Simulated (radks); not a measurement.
Problem. All-electron calculation, Dirac Kohn-Sham, LDA (Slater exchange, Perdew-Wang correlation), spin-unpolarised, spherical densities, finite nucleus; open shells fill j = l - 1/2 first; Fermi nuclear charge, rms radius of each element as measured or else 0.836 A^(1/3) + 0.57 fm. Program: a radial shooting solver on a logarithmic mesh with Libxc functionals. Each species is in its NIST ground configuration. Rank Ni, Zn, Cu, Sc, Fe, Mn, Cr, V, Ti, Co by radius at which the density is 0.001 e/bohr^3 (bohr), largest first.

Solution. Sc 4.95, Ti 4.83, V 4.72, Mn 4.53, Cr 4.48, Fe 4.45, Co 4.37, Ni 4.30, Zn 4.17, Cu 4.09.
